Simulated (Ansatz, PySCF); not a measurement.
This PySCF input computes a PBE/def2-TZVPD energy:

```python
from pyscf import gto, scf, dft

mol = gto.M(
    atom='''
    O     1.14207638   -0.57711701    0.03962065
    C    -0.16899708    0.04002171   -0.00836365
    O    -0.13209157    1.28601244    0.06261514
    O    -1.09820330   -0.76284603   -0.11072653
    H     1.71973041    0.19147453    0.11810776
    ''',
    basis='def2-tzvpd',
    charge=-1,
    spin=0,
    verbose=4,
)

mf = dft.RKS(mol, xc='pbe').density_fit(auxbasis='def2-universal-jkfit')
mf.grids.level = 3
mf.conv_tol = 1e-9
mf.max_cycle = 100
mf.max_memory = 1500
mf.kernel()
if not mf.converged:
    mf = mf.newton()
    mf.kernel(mf.make_rdm1())
mf.analyze()
```

Question: Write an input for the same energy in Ansatz (a program for electronic structure) and say what it gives.

Answer: 
Ansatz 0.2 input:
```yaml
crystal:
  periodic: [false, false, false]
  atoms:
    - {symbol: O, position_ang: [1.14207638, -0.57711701, 0.03962065]}
    - {symbol: C, position_ang: [-0.16899708, 0.04002171, -0.00836365]}
    - {symbol: O, position_ang: [-0.13209157, 1.28601244, 0.06261514]}
    - {symbol: O, position_ang: [-1.09820330, -0.76284603, -0.11072653]}
    - {symbol: H, position_ang: [1.71973041, 0.19147453, 0.11810776]}
basis:
  gaussian:
    orbitals: def2-TZVPD
hamiltonian:
  xc: {name: PBE}
total_charge: -1
output: {forces: true}
```
It gives -264.31102 Eh, and PySCF -264.31107 Eh, a difference of 0.05 mEh, from the treatment of integrals and grids.

It need not be the lowest isomer of its formula.
